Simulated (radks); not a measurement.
The numbers below are computed, except where a source is named.
Effect of the nuclear size on the xenon ion Xe+, [Kr] 4d10 5s2 5p5. Level of theory: Dirac Kohn-Sham, relativistic LDA (MacDonald-Vosko exchange, VWN5 correlation), spin-unpolarised, spherical densities, finite nucleus; open shells fill j = l - 1/2 first; Fermi nuclear charge, rms radius 4.7859 fm (a radial shooting solver on a logarithmic mesh with Libxc functionals). The rms radius is varied about that value; shifts are against it.

rms radius (fm)  total energy shift (eV)  density at nucleus (e/bohr^3)  1s1/2 shift (meV)  2s1/2 shift (meV)  4p1/2 shift (meV)  5s1/2 shift (meV)  5p1/2 shift (meV)  5p3/2 shift (meV)  6s1/2 (empty) shift (meV)
4.0632                             -1.85                      2.764e+05               -767              -90.8              0.285             -0.537              0.059              0.066                     -0.079
4.5179                            -0.714                      2.712e+05               -296              -35.1              0.110             -0.208              0.023              0.026                     -0.031
4.7859                                 0                      2.684e+05              0.000              0.000              0.000              0.000              0.000              0.000                      0.000
5.0491                             0.734                      2.658e+05                305               36.1             -0.113              0.213             -0.024             -0.026                      0.032
5.4176                              1.82                      2.625e+05                754               89.2             -0.280              0.528             -0.058             -0.065                      0.078

Slopes of the eigenvalues against <r^2> in GHz/fm^2, as finite differences over the two radii next to the reference (eigenvalue slopes, not the field-shift constants of lines): 1s1/2 28600, 2s1/2 3390, 4p1/2 -10.6, 5s1/2 20.0, 5p1/2 -2.22, 5p3/2 -2.47, 6s1/2 (empty) 2.96.
